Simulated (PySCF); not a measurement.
**Ionisation energy along the 37-electron series**

Calculated with PySCF 2.14 and a two-component X2C-1e Hamiltonian (Gaussian nucleus, no Breit or QED terms), each ion in its own even-tempered basis scaled to its charge; GMP2 freezes [Ar] 3d10 and drops the highest virtual spinors. Values in eV. NIST values: (m) measured, (s) semi-empirical, (t) theoretical.

| ion | configuration | GHF (screened spin-orbit) | GMP2 (screened spin-orbit) | NIST |
| --- | --- | --- | --- | --- |
| I(16+) | [Kr] 4d1 | 393.38 | 393.87 | 393 ± 3 (t) |
| Cs(18+) | [Kr] 4d1 | 475.92 | 476.39 | 476 ± 3 (t) |

Fill in the row of Xe(17+).

configuration: [Kr] 4d1; GHF (screened spin-orbit): 433.75; GMP2 (screened spin-orbit): 434.23; NIST: 434 ± 3 (t).
